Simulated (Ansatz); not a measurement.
Coupled-cluster diagnostics for Cu₃Sn₂⁺, Ansatz.

Geometry of the singlet (PBE-D4/def2-SVP):

```xyz
5

Cu    0.798    0.864   -0.825
Cu   -0.364   -1.137   -1.703
Cu   -1.424    0.067    0.182
Sn    0.732   -1.277    0.604
Sn    0.258    1.483    1.742
```

In the def2 sets Sn takes a core potential; there is no spin–orbit coupling. Correlated methods freeze 35 core orbitals; core or outer-core shells of Sn are correlated, in sets that lack core-valence functions. No other spin state of charge 1 was run. Another isomer (singlet) lies 0.15 eV lower at PBE0-D4/def2-TZVP; other spin states weren't run for this one.

(1) Estimate the CCSD(T) correlation energy, the shares of MP2 and (T), T1 and the reference's ⟨S²⟩ for: charge 1, singlet, own geometry in def2-SVP; and the rough time on 4 threads of Arm Neoverse V1 on a shared host.

Answers

(1) 
| state | basis | correlation (eV) | MP2 share (%) | (T) share (%) | T1 | ⟨S²⟩ (pure) | wall time | remarks |
| --- | --- | --- | --- | --- | --- | --- | --- | --- |
| charge 1, singlet, own geometry | def2-SVP | -30.695 | 104.0 | 6.2 | 0.025 | 0.00 (0.00) | 68 s | restricted SCF unstable |
Customary marks for T1 are 0.02 (closed shells), 0.045 (open shells) and about 0.05 (3d metals). T1 exceeds 0.02 in 1 of 1 rows and 0.045 in 0; the higher it lies, the less the single-reference result can be trusted.
